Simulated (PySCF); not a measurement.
**Field gradients at the hydrogen positions**

Compound: C₇H₁₄Si.
Z-matrix (Å and degrees, GFN2-xTB geometry), rows numbered from 1:
```
C 
C   1  1.5194
C   2  1.5382  1  115.73
C   3  1.5280  2  106.32  1   165.96
Si  4  1.9141  3   99.30  2    46.55
C   2  1.5524  1  116.49  3   -97.02
C   6  1.5092  2  120.53  1   -36.07
C   3  1.5316  2   87.86  1   -87.57
H   1  1.0884  2  110.29  3   168.86
H   1  1.0866  2  112.01  3    48.02
H   1  1.0892  2  109.82  3   -72.03
H   2  1.0955  1  108.09  3   130.32
H   3  1.0913  2  119.05  1    35.09
H   4  1.0901  3  110.96  2   -73.93
H   4  1.0898  3  111.00  2   166.93
H   5  1.4632  4  114.45  3  -114.39
H   5  1.4632  4  114.45  3   114.04
H   7  1.0894  6  111.42  2    52.96
H   7  1.0887  6  110.37  2   -67.55
H   7  1.0887  6  110.15  2   172.99
H   8  1.0904  3  116.90  2  -148.78
H   8  1.0889  3  113.41  2    83.30
```

Level: PBE0/pcSseg-1 (PySCF, non-relativistic); Q(2H) = 0.00286 b; rigid geometry, the same for H and D, with no vibrational averaging.

Problem. Rank these positions by the coupling χzz of a deuteron there, largest first.
A. H21 (methylene hydrogen)
B. H17 (Si–H hydrogen)
C. H10 (methyl hydrogen)
D. H12 (methine hydrogen)

Solution. C (213 kHz), A (209 kHz), D (200 kHz), B (111 kHz).

Problem. What are Vzz, η and χzz (234.96 MHz × Q × Vzz) at all hydrogens?

Solution. 
```tsv
atom	bonded to	bond length (Å)	Vzz (au)	η	χzz (kHz)
H9	C1	1.088	0.3144	0.01	211
H10	C1	1.087	0.3173	0.02	213
H11	C1	1.089	0.3135	0.01	211
H12	C2	1.096	0.2975	0.05	200
H13	C3	1.091	0.3098	0.01	208
H14	C4	1.090	0.3169	0.04	213
H15	C4	1.090	0.3172	0.04	213
H16	Si5	1.463	0.1648	0.02	111
H17	Si5	1.463	0.1646	0.02	111
H18	C7	1.089	0.3122	0.01	210
H19	C7	1.089	0.3146	0.01	211
H20	C7	1.089	0.3147	0.01	211
H21	C8	1.090	0.3105	0.03	209
H22	C8	1.089	0.3142	0.04	211
```

Problem. Average by the element that carries the hydrogen.

Solution. on C: 210 kHz over 12 positions, mean bond length 1.090 Å; on Si: 111 kHz over 2 positions, mean bond length 1.463 Å.

Problem. How does χzz go with the bond length over the 12 C–H bonds?

Solution. A straight-line fit has a slope of -15.0 kHz for each 0.01 Å, with a correlation coefficient of -0.90, over lengths from 1.087 to 1.096 Å. The longer bonds have the smaller couplings here.

Problem. A static deuteron (I = 1) shows a doublet split by (3/2)χ, (3/4)χ(1 + η) and (3/4)χ(1 − η) with the field along z, y and x of the gradient. What are these for H19?

Solution. With |χ| = 211.4 kHz and η = 0.011: 317, 160 and 157 kHz, to first order and without motion.

Geometry: GFN2-xTB; no solvent, vibrations or thermal averaging. GFN2-xTB bond lengths can be off by several hundredths of an ångström, more for odd bonds, and the gradients follow them. These gradients aren't converged with respect to the basis.
